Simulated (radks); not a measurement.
Question: Method: scalar-relativistic Kohn-Sham, exchange-only LDA, spin-polarised, spherical densities, finite nucleus; open shells are filled with parallel spins first (spin-orbit coupling, left out, can overturn this in heavy ions); Fermi nuclear charge, rms radius of each element as measured or else 0.836 A^(1/3) + 0.57 fm; computed with a radial shooting solver on a logarithmic mesh with Libxc functionals. Response by self-consistent Sternheimer equations with the Hartree and adiabatic exchange-only LDA kernel, the relativistic mass of each level held fixed and spin-orbit coupling left out. For heavy and open-shell atoms this level of theory can miss by tens of per cent. Rank Tm3+, Tm+, Tm6+, Tm4+, Tm2+, Tm5+ (NIST ground configurations) by static dipole polarisability, largest first.

Answer: Tm+ 61.00, Tm2+ 8.535, Tm3+ 4.944, Tm4+ 3.681, Tm5+ 3.039, Tm6+ 2.538 bohr^3.
